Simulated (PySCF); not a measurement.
# IrH₂: breathing scan

Method: UPBE0/[Ir def2-TZVP with ECP60, H def2-TZVP], scalar-relativistic core potentials, density fitting, no spin–orbit coupling, PySCF.

Rigid scan from the doublet minimum (Ir–H 1.539 Å (×2); H–Ir–H 89.8°). Coordinate: all bonds to the central atom scaled together. Energies in kJ/mol from the minimum.

```csv
scale of all bonds to the centre,E (kJ/mol),dipole size (D),⟨S²⟩
0.88,96.4,1.69,0.75
0.92,38.5,1.75,0.75
0.96,8.7,1.80,0.75
1.00,0.0,1.84,0.75
1.04,7.2,1.89,0.75
1.08,26.1,1.93,0.75
1.14,69.7,1.98,0.76
1.22,144.8,2.05,0.77
1.35,280.3,2.10,0.88
```

Open d and f shells are described by one determinant, and the ground state may have another occupation or spin. With an element this heavy the missing spin–orbit coupling can shift these numbers.

Other isomers or separated fragments may lie lower.
